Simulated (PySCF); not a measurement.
# ZrO2, singlet: structure and spectrum

Computed with PBE/[Zr def2-TZVP with ECP28, O def2-TZVP], scalar-relativistic core potentials, density fitting, no spin–orbit coupling, PySCF.

The structure is a minimum.

Z-matrix (Å, degrees; charge 0 multiplicity 1):
```
Zr
O  1 1.7820
O  1 1.7820 2 106.74
```

| Quantity | Value |
| --- | --- |
| Point group | C2v |
| Bond lengths | Zr–O 1.782 Å (×2) |
| Bond angles | O–Zr–O 106.7° |
| Lowest empty level | -3.62 eV |
| Zero-point energy | 12.3 kJ/mol |
| Principal quadrupole moments (Buckingham, traceless) about the centre of mass | -13.97, 3.45, 10.52 D Å |
| Rotational symmetry number | 2 |
| Dipole moment | 7.44 D |
| Entropy at 298.15 K and 1 bar | 268.4 J/(mol K) |
| Enthalpy at 298.15 K above 0 K | 11.31 kJ/mol |
| Atomisation energy without zero-point energy | 1510 kJ/mol |
| Rotational constants | 0.632, 0.2577, 0.183 cm⁻¹ |
| Highest occupied level | -5.31 eV |
| Principal polarisabilities | 23.7, 40.3, 56.6 bohr³ |
| Heat capacity Cp at 298.15 K | 44.7 J/(mol K) |

Harmonic modes (masses in u: Zr 89.905, O 15.995):
```json
{"symmetry": "a1", "ω (cm⁻¹)": "306", "IR (km/mol)": "6.0", "μ (u)": "17.95", "type": "bend"}
{"symmetry": "b2", "ω (cm⁻¹)": "845", "IR (km/mol)": "276", "μ (u)": "18.89", "type": "stretch"}
{"symmetry": "a1", "ω (cm⁻¹)": "910", "IR (km/mol)": "36.5", "μ (u)": "17.90", "type": "stretch"}
```

In C2v the vibrations span 2a1 + b2. Here b1 is antisymmetric to the molecular plane and b2 lies in it.

Charges (e):
```json
{"atom": "Zr1", "Mulliken": "1.12", "Löwdin": "0.65", "polar tensor": "1.66", "Mayer order to Zr1": "–"}
{"atom": "O2,3", "Mulliken": "-0.56", "Löwdin": "-0.33", "polar tensor": "-0.83", "Mayer order to Zr1": "2.10"}
```

Mulliken populations on Zr1 (electrons outside its core potential): s 2.10, p 6.15, d 2.54, f 0.09.

Formally Zr is in oxidation state +4, d0. A d0 centre has no lone pair, yet it is C2v rather than linear: covalent bonding through the d orbitals favours lower symmetry. The polar-tensor charge on Zr, 1.66, is far below the formal one.

This need not be the most stable arrangement of these atoms.

The final relaxation and frequency run took 26 s on 2 threads of a shared Arm Neoverse V2 host, with 102 basis functions and 10 gradients; the process peaked at 0.83 GiB. Launch command: `OMP_NUM_THREADS=2 python axn.py task.json out`.
